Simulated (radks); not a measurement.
Results of a calculation; reference values are marked as such.
Mean orbital radii <r> (bohr) of the lutetium ion Lu2+, [Xe] 4f14 6s1, of relativity; Dirac values are averaged over j with weights 2j + 1. Spin-unpolarised spherical Kohn-Sham, PBE, point nucleus unless stated (finite: rms radius 5.37 fm), a radial shooting solver on a logarithmic mesh with Libxc functionals. A level marked "c x" has the speed of light scaled by that factor.

shell  non-rel.
2s      0.09036
2p      0.07649
3s       0.2305
3p       0.2204
3d       0.1939
4s       0.5174
4p       0.5268
4d       0.5501
5s        1.273
5p        1.426
4f       0.6898
6s        3.272

Give the values at the level "Dirac, c x 1.5".

Answer. 
shell  Dirac, c x 1.5  change of magnitude (%)
2s            0.08643                    -4.34
2p            0.07474                    -2.28
3s             0.2226                    -3.41
3p             0.2165                    -1.77
3d             0.1932                    -0.34
4s             0.5004                    -3.30
4p             0.5180                    -1.66
4d             0.5490                    -0.20
5s              1.228                    -3.50
5p              1.405                    -1.50
4f             0.7022                    +1.79
6s              3.184                    -2.68
